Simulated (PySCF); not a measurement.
Gas-phase reaction: 3 GeF4 + GeO2 = 4 GeF3 + O2, at 1400 K and a standard pressure of 1 bar. Level: M06-2X/def2-TZVP†.

Computed with PySCF and rigid-rotor harmonic-oscillator thermochemistry at 1 bar. † marks an energy on the PBE0/def2-TZVP geometry and frequencies. Open shells (unrestricted): GeF3 (multiplicity 2), O2 (multiplicity 3); the rest are closed-shell singlets. Ge: all electrons, no relativistic terms. GeO2, GeF3: computed as isolated molecules; such fragments, hydroxides, amides, oligomers or adducts are transient or little studied in the gas. The harmonic model lacks anharmonicity and excited electronic states, which grow with temperature; levels with a mode under 35 cm⁻¹ are left out.

```json
[
 {"species": "GeF4", "E (Ha)": "-2476.60316", "H(1400 K) − E (kJ/mol)": "154.1", "S°(1400 K) (J/mol/K)": "454.3"},
 {"species": "GeO2", "E (Ha)": "-2227.41785", "H(1400 K) − E (kJ/mol)": "89.5", "S°(1400 K) (J/mol/K)": "330.4"},
 {"species": "GeF3", "E (Ha)": "-2376.66165", "H(1400 K) − E (kJ/mol)": "118.1", "S°(1400 K) (J/mol/K)": "418.1"},
 {"species": "O2", "E (Ha)": "-150.32713", "H(1400 K) − E (kJ/mol)": "55.2", "S°(1400 K) (J/mol/K)": "254.5"}
]
```
E: electronic energy; H − E holds the zero-point and thermal terms. 1 Ha = 2625.5 kJ/mol.

Q: Work out ΔH°, ΔS°, ΔG° and log10 K from these numbers.

A: 1. ΔE = 4×(-2376.66165) + 1×(-150.32713) − 3×(-2476.60316) − 1×(-2227.41785) = 0.25360 Ha = 665.8 kJ.
2. Δ(H − E) = 4×(118.1) + 1×(55.2) − 3×(154.1) − 1×(89.5) = -24.2 kJ, so ΔH° = 641.6 kJ.
3. ΔS° = 4×(418.1) + 1×(254.5) − 3×(454.3) − 1×(330.4) = 233.6 J/K; the number of gas molecules changes by +1.
4. ΔG° = ΔH° − TΔS° = 641.6 − 1400×(233.6)/1000 = 314.6 kJ.
5. log10 K = −ΔG°/(RT ln 10) = -11.74, with RT ln 10 = 26.80 kJ/mol; at standard pressures the reactants are favoured.
6. A shift of 10 kJ in ΔE would move log10 K by 0.37 here.
For scale, ΔH°(298 K) is 656 kJ at this level, 635 kJ at ωB97M-V/def2-TZVP†, and runs from 400 to 783 kJ over the 20 levels computed.
